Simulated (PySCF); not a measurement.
# Run times: chromium in even-tempered 20s13p10d5f5g

Measured wall times of calculations with PySCF 2.14 in an even-tempered Gaussian basis (20 s from 0.13 bohr⁻², ratio 2.5; 13 p from 0.17 bohr⁻², ratio 2.5; 10 d from 0.17 bohr⁻², ratio 2.5; 5 f from 0.64 bohr⁻², ratio 2.7; 5 g from 0.96 bohr⁻², ratio 2.7), with the spin-free X2C one-electron Hamiltonian (Gaussian nucleus), run from one Python driver. Hardware: 2 threads of Neoverse-V2 on a shared host, 2.6 GiB allowed. The two-electron integrals over 189 functions were computed once and kept in memory (2.4 CPU seconds with the set-up); the times below exclude them. Kohn-Sham runs start from converged Hartree-Fock orbitals.

Launch command (the driver calls PySCF for each step listed in the task file):

```bash
OMP_NUM_THREADS=2 python atomrun2.py TASK.json OUT
```

```tsv
species	step	iterations	wall time (s)
Cr(4+) [Ar] 3d2	UHF with spin-orbit constants	5	20
Cr(4+) [Ar] 3d2	LDA	6	2.3
Cr(4+) [Ar] 3d2	PBE	6	2.7
Cr(4+) [Ar] 3d2	PBE0	6	6.8
Cr(4+) [Ar] 3d2	r2SCAN	5	6.6
Cr(4+) [Ar] 3d2	MP2 (10 electrons)		3.7
Cr(5+) [Ar] 3d1	UHF with spin-orbit constants	5	19
Cr(5+) [Ar] 3d1	LDA	6	2.3
Cr(5+) [Ar] 3d1	PBE	5	2.3
Cr(5+) [Ar] 3d1	PBE0	6	6.8
Cr(5+) [Ar] 3d1	MP2 (9 electrons)		3.6
```

Question: Roughly how long does r2SCAN take for Cr(5+) [Ar] 3d1 here?

Answer: About 7.6 s.

Peak memory of the process: 1.7 GiB. Times on a shared host vary from run to run.
